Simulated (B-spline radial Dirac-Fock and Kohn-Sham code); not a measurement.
Z = 27 (cobalt), transition energy 2000 keV. Method: a Dirac-Hartree-Slater potential of the neutral atom with a Latter tail (no hole, which puts coefficients of high multipoles low close above an edge), finite nucleus with surface currents. Computed with a radial atomic solver. Subshells that would emit electrons below 1 keV are left out, and so is internal pair formation.

Task: A pure transition shows α(K) = 2.67e-05, L1/L2 = 398 and L1/L3 = 125. What is its multipolarity?
A. E1
B. E2
C. M1
D. E4
E. M3
F. E3
G. M2
H. M4

Result: A. For comparison, α(K), L1/L2, L1/L3 are E2 4.63e-05, 217, 148; E3 7.51e-05, 126, 156; E4 0.000118, 80.1, 149; M1 4.39e-05, 261, 211; M2 7.60e-05, 166, 282; M3 0.000123, 116, 287; M4 0.000193, 86.4, 224.
